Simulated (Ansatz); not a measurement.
The cluster Si4Ge⁻. Charge -1, multiplicity 2. Geometry B3LYP-D4/def2-SVPD.

```xyz
5

Si   -2.1215   -2.1079   -1.5206
Si   -0.7380   -0.7348   -0.5338
Si    0.0795    0.1681    1.4670
Si    1.7368    1.7329    1.3558
Ge    1.0432    0.9418   -0.7684
```

B3LYP takes the VWN-RPA correlation. At r2SCAN0-D4/def2-TZVPD the charge -1 doublet is spin-contaminated (final ⟨S²⟩ up to 1.00, 0.75 for a pure state). Another isomer (doublet) lies 1.71 eV lower at PBE0-D4/def2-TZVPD; other spin states weren't run for this one.

Task: Estimate the α-spin orbital energies around the gap (eV) in Ansatz with PBE-D4/def2-TZVPD, r2SCAN-D4/def2-TZVPD, B3LYP-D4/def2-TZVPD, PBE0-D4/def2-TZVPD, r2SCAN0-D4/def2-TZVPD.

Result: 
```tsv
orbital	PBE-D4/def2-TZVPD	r2SCAN-D4/def2-TZVPD	B3LYP-D4/def2-TZVPD	PBE0-D4/def2-TZVPD	r2SCAN0-D4/def2-TZVPD
HOMO−9	-8.48	-9.06	-9.83	-10.27	-10.64
HOMO−8	-6.64	-7.07	-7.77	-8.10	-8.35
HOMO−7	-6.49	-6.91	-7.60	-7.91	-8.18
HOMO−6	-3.57	-3.76	-4.40	-4.62	-4.72
HOMO−5	-2.40	-2.68	-3.05	-3.36	-3.54
HOMO−4	-2.39	-2.66	-2.95	-3.22	-3.37
HOMO−3	-2.01	-2.25	-2.64	-2.88	-3.04
HOMO−2	-1.63	-1.83	-2.28	-2.51	-2.62
HOMO−1	-0.78	-0.95	-1.19	-1.48	-1.69
HOMO	-0.57	-0.86	-1.06	-1.39	-1.62
LUMO	0.70	0.70	1.26	1.35	1.30
LUMO+1	0.82	0.86	1.34	1.39	1.49
LUMO+2	1.43	1.48	1.88	1.96	2.00
LUMO+3	2.18	2.46	2.64	2.78	2.99
LUMO+4	2.69	2.99	3.07	3.23	3.49
LUMO+5	2.77	3.10	3.34	3.52	3.73
β HOMO	-0.64	-0.83	-1.06	-1.28	-1.46
β LUMO	0.33	0.53	0.88	1.05	1.17
```
